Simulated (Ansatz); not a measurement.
Cr3S3⁻. The state is a doublet with charge -1. Geometry PBE-D4/def2-SVPD; atoms count from 1.

| atom | x (Å) | y (Å) | z (Å) |
| --- | --- | --- | --- |
| Cr1 | -1.9036 | 0.2742 | -0.3192 |
| Cr2 | 0.7117 | 0.1686 | 0.3895 |
| Cr3 | -1.1561 | -1.1858 | -0.8993 |
| S4 | 1.6508 | -0.2002 | 2.1668 |
| S5 | -0.4326 | 2.0116 | 0.0286 |
| S6 | 1.1298 | -1.0684 | -1.3665 |

The charge -1 doublet is spin-contaminated (final ⟨S²⟩ up to 4.71, 0.75 for a pure state). Another isomer (doublet) lies 2.72 eV lower at PBE0-D4/def2-TZVPD; other spin states weren't run for this one.

Question: Estimate the Mulliken populations from the PBE0/def2-TZVPD orbitals of Ansatz.

Answer: 
```json
{"atom": "Cr1", "charge (e)": "0.10", "spin (α − β)": "3.23", "d electrons": "4.93"}
{"atom": "Cr2", "charge (e)": "0.54", "spin (α − β)": "2.97", "d electrons": "4.58"}
{"atom": "Cr3", "charge (e)": "0.08", "spin (α − β)": "-4.16", "d electrons": "4.88"}
{"atom": "S4", "charge (e)": "-0.61", "spin (α − β)": "-0.61", "d electrons": "–"}
{"atom": "S5", "charge (e)": "-0.53", "spin (α − β)": "-0.31", "d electrons": "–"}
{"atom": "S6", "charge (e)": "-0.57", "spin (α − β)": "-0.12", "d electrons": "–"}
```
Mulliken values depend strongly on the basis. With diffuse functions, as here, like atoms can get unlike values, and bond orders can come out too low or too high.

Question: Where does the spin sit?

Answer: Summed by element: Cr 2.04, S -1.04, of 1 unpaired in all. Largest on single atoms: Cr3 -4.16, Cr1 3.23, Cr2 2.97.

Question: And the Mayer bond orders between heavy atoms (over 0.3)?

Answer: Cr1–Cr3 2.67 (1.74 Å); Cr1–S5 0.72 (2.30 Å); Cr2–S4 1.76 (2.04 Å); Cr2–S5 1.09 (2.20 Å); Cr2–S6 1.15 (2.19 Å); Cr3–S6 0.56 (2.34 Å).
